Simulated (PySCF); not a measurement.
Several orderings of computed values.

Species are written as SMILES; each is one conformer at its optimised geometry, gas phase, non-relativistic unless stated; the electronic structure was computed with PySCF and density fitting.

Dipoles, sizes and rotational constants follow the conformer. The torsions of the flexible species, by atom-mapped SMILES:
- `[CH2:1]=[C:2]=[CH:3][CH2:4][C:5](=[O:6])[N:7]([CH3:8])[CH3:9]`: C2–C3–C4–C5 -124°, C3–C4–C5–O6 -100°, C4–C5–N7–C8 176°
- `[CH3:1][O:2][C:3]1=[CH:4][P:5]1[N:6]([CH3:7])[CH3:8]`: C1–O2–C3–C4 -178°, C4–P5–N6–C7 7°
- `[CH2:1]=[C:2]([CH3:3])[Si@@H:4]([SiH3:5])[SiH2:6][PH2:7]`: C1–C2–Si4–Si5 130°, C2–Si4–Si6–P7 20°, H–P7–Si6–Si4 -57°, H–P7–Si6–Si4 35°
- `[CH3:1][CH:2]([CH3:3])[P:4]([PH2:5])[CH:6]([CH3:7])[CH3:8]`: C1–C2–P4–P5 -70°, C2–P4–C6–C7 180°, H–P5–P4–C2 -171°, H–P5–P4–C2 97°
- `[CH:1]#[C:2][C:3](=[O:4])[NH:5][C:6]([CH3:7])([CH3:8])[CH3:9]`: C2–C3–N5–C6 180°, C3–N5–C6–C7 60°
- `[F:1][CH2:2][C:3]([F:4])([F:5])[Cl:6]`: F1–C2–C3–F4 -60°
- `[CH3:1][N:2]([CH3:3])[C:4](=[O:5])[C@:6]12[CH2:7][C@H:8]1[CH2:9]2`: C1–N2–C4–O5 0°, N2–C4–C6–C7 -94°

The conformers of `N#CC1=C[C@H]2CC[C@]1(F)CC2` aren't listed.

(1) Rank by smallest rotational constant, highest first (GFN2-xTB).
A. `C=C=CCC(=O)N(C)C` (C7H11NO)
B. `C=C(C)[Si@@H]([SiH3])[SiH2]P` (C3H13PSi3)
C. `CCC` (C3H8)
D. `C1(=CP1N(C)C)OC` (C5H10NOP)

(2) Give the two extremes of that set in cm⁻¹.

(3) Rank by HOMO–LUMO gap, highest first (PBE0/pcSseg-1 at GFN2-xTB geometries).
A. `CC(C)P(P)C(C)C` (C6H16P2)
B. `C=C=CCC(=O)N(C)C` (C7H11NO)
C. `Cc1ccc2ccccc2c1` (C11H10)
D. `COC1=CP1N(C)C` (C5H10NOP)
E. `CCC` (C3H8)

(4) Rank by HOMO energy, lowest first (PBE0/pcSseg-1 at GFN2-xTB geometries).
A. `ClC(CF)(F)F`
B. `N#CC1=C[C@H]2CC[C@]1(F)CC2`
C. `C=C(C)[Si@@H]([SiH3])[SiH2]P`
D. `C#CC(=O)NC(C)(C)C`

(5) By how much do the two ends of that ranking differ?

(6) Rank by dipole moment, lowest first (PBE0/pcSseg-1 at GFN2-xTB geometries).
A. `[SiH3][Si@@H]([SiH2]P)C(C)=C`
B. `CC(C)P(P)C(C)C`
C. `CN(C)C(=O)[C@]12C[C@H]1C2`
D. `COC1=CP1N(C)C`

(7) Give the two extremes of that set in atomic units.

Answers

(1) C (7.584 GHz), D (1.045 GHz), A (0.799 GHz), B (0.567 GHz).

(2) `C=C(C)[Si@@H]([SiH3])[SiH2]P`: 0.0189 cm⁻¹; `CCC` (propane): 0.2530 cm⁻¹.

(3) E (10.87 eV), B (6.93 eV), A (6.61 eV), D (6.43 eV), C (5.19 eV).

(4) A (-9.81 eV), B (-7.82 eV), D (-7.59 eV), C (-7.20 eV).

(5) By 2.61 eV, between `C=C(C)[Si@@H]([SiH3])[SiH2]P` and `FCC(F)(F)Cl`.

(6) B (1.02 D), A (1.42 D), D (1.76 D), C (3.26 D).

(7) `CC(C)P(P)C(C)C`: 0.40 au; `CN(C)C(=O)[C@]12C[C@H]1C2`: 1.28 au.
